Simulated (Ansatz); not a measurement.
Consider the formal exchange of groups at a Mo–O bond: `[O]=[Mo]([OH])([OH])=[S]` + CH₄ → `[CH3][Mo](=[O])([OH])=[S]` + H₂O.

Computed with Ansatz on PBE0-D4/def2-TZVP structures; ΔE is electronic, products minus reactants. CCSD(T)/CBS adds triple-zeta CCSD(T) − MP2 to the extrapolated MP2 energy (def2 sets, frozen cores). This one scheme is used for every species. DFT in def2-TZVPP. HSE06 is defined as in plane-wave codes. Elements past krypton have def2 core potentials. For Mo outer-core shells are correlated without core-valence functions, which leaves a few kJ/mol of doubt a bond. One conformer a species, not always the lowest.

```
         level  ΔE (kJ/mol)  difference from CCSD(T)/CBS
      HSE06-D4         94.5                         10.0
       ωB97X-V         98.9                         14.4
        B2PLYP        103.5                         19.0
      PBE-QIDH         92.5                          8.0
          PBE0         96.8                         12.3
         BHLYP        100.1                         15.6
       LC-ωPBE         99.4                         14.9
   HF/def2-SVP         98.5                         14.0
MP2/def2-TZVPP         92.1                          7.6
  HF/CBS(def2)         94.3                          9.8
   CCSD(T)/CBS         84.5                            0
```

Question: What do rigid-rotor, harmonic-oscillator terms from PBE0-D4/def2-TZVP frequencies (298.15 K, 1 bar) make of the CCSD(T)/CBS value? (Best estimate.)

Answer: Ansatz gave: ΔZPE = -1.8 kJ/mol, ΔH = +83.5 kJ/mol, ΔS = 10 J/(mol·K), ΔG = +80.6 kJ/mol.

Largest T1 diagnostic among the species: 0.025, so the coupled-cluster value is less sure than usual.

The D4 term adds −3.9 kJ/mol with B3LYP and −2.3 kJ/mol with PBE0; it sums over pairs of atoms, weighted by their polarisabilities, and B3LYP, whose exchange is more repulsive, gets the larger term. At CCSD(T), def2-SVP lies +19.0 kJ/mol from the extrapolated value and def2-TZVPP +3.5 kJ/mol. Leaving LDA and LC-ωPBE aside and taking each functional with its dispersion term where it has one, the values, not all of them listed here, spread over 18.3 kJ/mol, from PBE-QIDH to B97M-V.

B3LYP here is the variant with VWN-RPA as its local correlation; programs differ in this.
